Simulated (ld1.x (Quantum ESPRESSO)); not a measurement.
# Mn (Z = 25), TM semilocal: configuration errors across variants

- Element: manganese
- Generator: ld1.x (Quantum ESPRESSO) 7.5
- Type: norm-conserving Troullier–Martins (semilocal form)
- Functional: PBE
- Relativity: scalar-relativistic
- Frozen core: [Ar]
- Valence charge: 7
- Reference configuration: 3d5 4s2 4p0
- Partial waves: 4p (bound, empty): rc 3.55 bohr; 3d (bound): rc 1.10 bohr; 4s (bound): rc 2.20 bohr
- Local potential: the s channel
- Core correction: Bessel-smoothed model core inside 0.90 bohr

All-electron excitation energies from the reference (eV): (1) 3d5 4s1 4p0 8.416; (2) 3d5 4s0 4p0 24.015; (3) 3d4 4s0 4p0 56.534; (4) 3d5 4s1 4p1 3.857; (5) 3d6 4s0 4p0 6.813; (6) 3d4 4s2 4p1 7.801; (7) 3d5 4s1.5 4p0 3.361.

A semilocal file is local in each channel, so a ghost entry of none says nothing of the separable form that plane-wave codes build from it.

Errors AE − PS in meV (a dash: test not solved or not reliable):

| change | (1) | (2) | (3) | (4) | (5) | (6) | (7) | bound ghosts |
| --- | --- | --- | --- | --- | --- | --- | --- | --- |
| base | -8.5 | -51 | -198 | -0.9 | -254 | -270 | -1.8 | none |
| wave 3d (bound): rc 1.10 bohr becomes 3d (bound): rc 0.84 bohr | -8.7 | -53 | -189 | -1.0 | -253 | -268 | -1.9 | none |
| wave 3d (bound): rc 1.10 bohr becomes 3d (bound): rc 0.92 bohr | -8.7 | -53 | -191 | -1.0 | -253 | -269 | -1.9 | none |
| wave 3d (bound): rc 1.10 bohr becomes 3d (bound): rc 1.04 bohr | -8.6 | -52 | -195 | -1.0 | -254 | -270 | -1.8 | none |
| wave 3d (bound): rc 1.10 bohr becomes 3d (bound): rc 1.12 bohr | -8.5 | -51 | -198 | -0.9 | -254 | -270 | -1.8 | none |
| wave 3d (bound): rc 1.10 bohr becomes 3d (bound): rc 1.22 bohr | -8.3 | -50 | -204 | -0.8 | -255 | -270 | -1.8 | none |
| wave 3d (bound): rc 1.10 bohr becomes 3d (bound): rc 1.34 bohr | -8.0 | -48 | -210 | -0.7 | -255 | -269 | -1.7 | none |
| wave 3d (bound): rc 1.10 bohr becomes 3d (bound): rc 1.46 bohr | -7.5 | -46 | -221 | -0.6 | -253 | -265 | -1.6 | none |
| wave 3d (bound): rc 1.10 bohr becomes 3d (bound): rc 1.54 bohr | -7.2 | -44 | -228 | -0.4 | -251 | -261 | -1.5 | none |
| wave 3d (bound): rc 1.10 bohr becomes 3d (bound): rc 1.68 bohr | -6.4 | -40 | -245 | -0.2 | -242 | -246 | -1.4 | none |

(1) Give the same row for: wave 3d (bound): rc 1.10 bohr becomes 3d (bound): rc 0.70 bohr.

## Answers

(1) -8.8, -53, -183, -1.0, -255, -264, -1.9; bound ghosts: none.
